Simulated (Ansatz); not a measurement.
Reaction (ligand exchange at the Al–C bond): `F[CH]([AlH2])[SiH2][SiH3]` + `OB1CC1` → `[AlH2][O]B1CC1` + `FC[SiH2][SiH3]`

Isolated molecules relaxed with PBE0-D4/def2-TZVP in Ansatz; ΔE leaves out vibrations. CCSD(T)/CBS is the MP2 limit (def2-TZVPP, def2-QZVPP) plus CCSD(T) − MP2 in def2-TZVPP, frozen cores. Functionals use def2-TZVPP. B3LYP here is the variant with VWN-RPA as its local correlation; programs differ in this. One conformer a species, not always the lowest.

`F[CH]([AlH2])[SiH2][SiH3]`:

Cartesian coordinates in Å:
```
F 2.373 0.731 1.189
C 1.005 0.605 0.865
Al 0.345 2.204 -0.092
Si 0.730 -1.025 -0.059
Si -1.561 -1.319 -0.471
H 0.450 0.516 1.813
H -1.223 2.307 -0.314
H 1.358 3.302 -0.611
H 1.261 -2.171 0.728
H 1.452 -0.987 -1.363
H -1.814 -2.715 -0.918
H -2.025 -0.387 -1.533
H -2.350 -1.062 0.764
```

`OB1CC1`:

```xyz
9

O     2.026    0.118   -0.058
B     0.691   -0.005   -0.029
C    -0.692    0.608    0.145
C    -0.505   -0.926   -0.158
H     2.322    1.019    0.103
H    -1.076    0.861    1.129
H    -1.147    1.202   -0.643
H    -0.774   -1.609    0.642
H    -0.845   -1.269   -1.131
```

`[AlH2][O]B1CC1`:

```xyz
11

Al   -1.298    2.102   -1.278
O    -0.512    0.831   -0.501
B     0.105   -0.170    0.105
C     0.030   -1.393    1.011
C     1.399   -0.922    0.395
H    -1.412    3.463   -0.490
H    -1.854    1.826   -2.726
H    -0.362   -2.339    0.648
H    -0.074   -1.288    2.088
H     2.133   -0.530    1.095
H     1.844   -1.580   -0.347
```

`FC[SiH2][SiH3]`:

Cartesian coordinates in Å:
```
F 0.614 -1.946 0.971
C -0.426 -1.076 1.282
Si -0.059 0.661 0.599
Si 0.415 0.553 -1.689
H -0.542 -1.061 2.371
H -1.349 -1.479 0.851
H -1.271 1.492 0.845
H 1.082 1.258 1.344
H 0.560 1.926 -2.243
H 1.675 -0.198 -1.930
H -0.699 -0.131 -2.401
```

```
             level  ΔE (kJ/mol)
         r2SCAN-D4       -153.6
          B3LYP-D4       -156.9
            B2PLYP       -163.1
    MP2/def2-TZVPP       -159.7
SCS-MP2/def2-TZVPP       -163.8
     HF/def2-QZVPP       -185.1
    MP2/def2-QZVPP       -159.7
      HF/CBS(def2)       -185.3
```

Problem. What does CCSD(T)/CBS give? (An estimate is asked.)

Solution. Computed: -155.3 kJ/mol. The listed levels differ from it by 1.7, -1.6, -7.8, -4.4, -8.5, -29.8, -4.4, -30.0 kJ/mol.

Largest T1 diagnostic among the species: 0.013.

From PBE to PBE0 (25 % exact exchange), in def2-TZVPP and without D4, ΔE moves by −6.3 kJ/mol. In def2-TZVPP, CCSD(T) changes the Hartree–Fock value by +27.6 kJ/mol (the triples alone add +4.6 kJ/mol) and MP2 by +24.1 kJ/mol. The D4 term adds +6.4 kJ/mol with B3LYP and +3.5 kJ/mol with PBE0; it sums over pairs of atoms, weighted by their polarisabilities, and B3LYP, whose exchange is more repulsive, gets the larger term.
